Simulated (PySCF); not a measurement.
## GaF₃ + H₂O → GaOF + 2 HF

Level: PBE0 in the def2-TZVP basis family, all electrons, no relativity, computed in PySCF with density fitting; open shells unrestricted.

| species | state and structure | E (Eh) | ZPE (kJ/mol) | H(298 K) − H(0) (kJ/mol) | S° (J/(mol K)) |
| --- | --- | --- | --- | --- | --- |
| GaF₃ | singlet, D3h, Ga–F 1.724 Å (×3) | -2224.10133 | 16.4 | 15.3 | 292.8 |
| H₂O | singlet, C2v, O–H 0.960 Å (×2); H–O–H 105.1° | -76.37736 | 56.5 | 9.9 | 188.7 |
| GaOF | singlet, C∞v, Ga–F 1.711 Å, Ga–O 1.642 Å; F–Ga–O 180.0° | -2099.57144 | 12.2 | 12.2 | 255.1 |
| HF | singlet, C∞v, H–F 0.920 Å | -100.39188 | 24.9 | 8.7 | 173.6 |

What is the electronic reaction energy?

At PBE0/def2-TZVP, ΔE = 324.2 kJ/mol from the differences of the total energies times 2625.5, uphill. 

Add zero-point, thermal and entropy terms for 298.15 K and 1 bar.

ΔZPE = -10.9 and Δ[H(298) − H(0)] = 4.4 kJ/mol give ΔH° = 317.7 kJ/mol. ΔS° = 120.8 J/(mol K), so ΔG° = 317.7 − 298.15 × (0.1208) = 282 kJ/mol. ΔG° would change sign near 2630 K if ΔH° and ΔS° stayed fixed.

The structures come from searches over a few start shapes, so lower isomers are not excluded.
